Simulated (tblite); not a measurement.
Species: C₆H₇B₂ (doublet state).
Numbering: `[CH:1]#[C:2][B:3][C:4]#[C:5][B:6]([CH3:7])[CH3:8]` (hydrogens: H9 on C1; H10, H11, H12 on C7; H13, H14, H15 on C8)
Bond orders are those of one Lewis drawing.

Computed with GFN2-xTB (tblite), gas phase: L-BFGS steps from a force-field or distance-geometry start until the largest atomic force falls under 0.01 eV/Å.

Step 2: E = -507.5584 eV
```
atom  x, y, z in Å  |  force x, y, z in eV/Å
C1      4.3074    0.7948    1.6597   -0.205  -0.413  -0.538
C2      3.7699    0.0962    0.8068    0.765   0.304   0.160
B3      3.0226   -0.7497   -0.1464   -0.919   0.767   1.266
C4      1.5978   -0.7987   -0.3031   -2.087  -0.197  -0.447
C5      0.3210   -0.8075   -0.3173    1.568  -0.266  -0.039
B6     -1.1862   -0.7142   -0.3503    0.691   0.610  -0.269
C7     -1.9792   -0.0884    0.8778    0.253   0.379  -0.451
C8     -1.9225   -0.7483   -1.7757    0.402   0.384   0.450
H9      4.7558    1.4162    2.4021   -0.275  -0.362  -0.385
H10    -3.0445   -0.2641    0.8368   -0.201  -0.034  -0.030
H11    -1.6047   -0.4760    1.8040    0.129   0.125   0.613
H12    -1.8308    1.0185    0.8405   -0.037  -0.836   0.192
H13    -2.2013   -1.7443   -2.0930   -0.067  -0.053  -0.077
H14    -2.7966   -0.0944   -1.7800    0.013  -0.296  -0.003
H15    -1.2131   -0.3378   -2.4839   -0.029  -0.113  -0.442
```

Step 3: E = -507.7143 eV
```
atom  x, y, z in Å  |  force x, y, z in eV/Å
C1      4.2980    0.7776    1.6373    1.560   1.941   2.352
C2      3.7918    0.0975    0.8007   -0.749  -1.438  -1.949
B3      2.9684   -0.7091   -0.0866   -0.167   0.235   0.634
C4      1.5777   -0.8061   -0.3185    1.196  -0.113  -0.342
C5      0.3513   -0.8216   -0.3185   -2.788  -0.101  -0.083
B6     -1.1590   -0.6786   -0.3545    0.546   0.116  -0.344
C7     -1.9765   -0.0982    0.8757    0.398   0.238  -0.359
C8     -1.9127   -0.7429   -1.7746    0.503   0.280   0.589
H9      4.7455    1.4029    2.3882   -0.310  -0.499  -0.563
H10    -3.0411   -0.2601    0.8355   -0.261  -0.169  -0.092
H11    -1.6049   -0.4608    1.8124    0.136  -0.042   0.589
H12    -1.8312    0.9898    0.8480    0.014  -0.192   0.142
H13    -2.2009   -1.7312   -2.0926   -0.027  -0.284  -0.014
H14    -2.7914   -0.1110   -1.7793   -0.181  -0.011   0.026
H15    -1.2193   -0.3459   -2.4952    0.130   0.038  -0.588
```

Problem. Estimate the geometry and energy of step 4. (The exact step hangs on the optimiser's Hessian estimate; all steps are aligned on step 3, rigid shifts and turns removed.)

Solution. E = -507.7926 eV, largest force 3.075 eV/Å
```
atom  x, y, z in Å  |  force x, y, z in eV/Å
C1      4.3105    0.7897    1.6510   -0.912  -1.489  -1.834
C2      3.7969    0.0821    0.7748    1.727   1.678   1.913
B3      2.9339   -0.6818   -0.0428   -0.193  -0.325  -0.122
C4      1.5739   -0.8120   -0.3321    0.234  -0.238  -0.357
C5      0.3418   -0.8312   -0.3202   -1.771  -0.045  -0.087
B6     -1.1362   -0.6559   -0.3614   -0.201  -0.067  -0.222
C7     -1.9699   -0.1000    0.8695    0.241  -0.255   0.090
C8     -1.9006   -0.7357   -1.7663    0.321   0.011   0.162
H9      4.7355    1.3889    2.3729    0.391   0.463   0.573
H10    -3.0426   -0.2599    0.8337   -0.003  -0.202  -0.143
H11    -1.6032   -0.4525    1.8253    0.033  -0.030   0.211
H12    -1.8314    0.9695    0.8543    0.076   0.456   0.096
H13    -2.2011   -1.7271   -2.0926    0.110  -0.125   0.152
H14    -2.7904   -0.1211   -1.7787   -0.158   0.099   0.078
H15    -1.2214   -0.3503   -2.5092    0.105   0.069  -0.511
```

The energy changes by -0.0783 eV. The first-order estimate −F·Δx gives -0.2853 eV and the mean of the old and new forces, exact on a quadratic surface, -0.0808 eV. The step makes an angle of 57° with the force vector and moves no atom by more than 0.062 Å.

What follows is the cost of the whole relaxation. The run took 0.74 s of wall time on one thread, Arm Neoverse V1 (aarch64), shared host with 64 logical CPUs at a one-minute load of 21.
